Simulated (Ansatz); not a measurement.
Calculated with Ansatz (gas phase, PBE0-D4/def2-TZVP geometries, no zero-point term in ΔE). CCSD(T)/CBS is the MP2 limit (def2-TZVPP, def2-QZVPP) plus CCSD(T) − MP2 in def2-TZVPP, frozen cores. This one scheme is used for every species. Functionals use def2-TZVPP. B3LYP here is the variant with VWN-RPA as its local correlation; programs differ in this. Each species was taken in one conformer, which may not be the lowest.

Reaction (formal exchange of groups at the Si–S bond): `C=CCS[SiH3]` + `OCBF` → `OC([SiH3])BF` + `C=CCS`

```csv
level,ΔE (kJ/mol)
B2PLYP,68.5
PBE,65.2
r2SCAN,69.8
B3LYP,65.5
CCSD(T)/def2-TZVPP,67.6
HF/def2-QZVPP,72.6
MP2/def2-QZVPP,75.5
SCS-MP2/def2-QZVPP,73.1
```

Problem. What does CCSD(T)/CBS give? (Best estimate.)

Solution. The calculation gave: +71.9 kJ/mol. The listed levels differ from it by -3.4, -6.7, -2.1, -6.4, -4.3, 0.7, 3.6, 1.2 kJ/mol.

Largest T1 diagnostic among the species: 0.013.

From PBE to PBE0 (25 % exact exchange), in def2-TZVPP and without D4, ΔE moves by +3.9 kJ/mol. The D4 term adds +4.8 kJ/mol with B3LYP and +2.8 kJ/mol with PBE0; it sums over pairs of atoms, weighted by their polarisabilities, and B3LYP, whose exchange is more repulsive, gets the larger term.
